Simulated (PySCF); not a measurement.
Isomers of C4H6NSi (doublet state), one GFN2-xTB conformer each. Single-point energies are computed at B3LYP/pcH-1 (PySCF, gas phase, no added dispersion term), electronic only. GFN2-xTB treats the open shell by occupation alone, and not every SCF solution was tested for stability.

**Question.** Rank them by B3LYP/pcH-1 energy, lowest first (kJ/mol).
A. `[NH:1][SiH:2]1[CH:3]=[CH:4][CH:5]=[CH:6]1` (doublet state) with H–N1–Si2–C3 -134°
B. `[N:1]#[C:2][Si:3]1[CH2:4][CH2:5][CH2:6]1` (doublet state) with C2–Si3–C4–C5 110°, Si3–C4–C5–C6 8°, C4–C5–C6–Si3 -8°, C2–Si3–C6–C5 -109°
C. `[H]/[N:6]=[C:5]/[CH2:4][SiH2:3][C:2]#[CH:1]` (doublet state) with C2–Si3–C4–C5 -100°, Si3–C4–C5–N6 -2°

**Answer.** B (0.0), A (90.9), C (172.7).

As drawn, the lowest has a four-membered ring, which the highest lacks; the highest has an N–H bond, which the lowest lacks. GFN2-xTB itself gives, in the same order: 11.2, 0.0, 142.6. GFN2-xTB puts [NH][SiH]1C=CC=C1 lowest instead; measured from each level's own lowest isomer, the values differ by up to 90.9 kJ/mol ([NH][SiH]1C=CC=C1: 0.0 against 90.9).
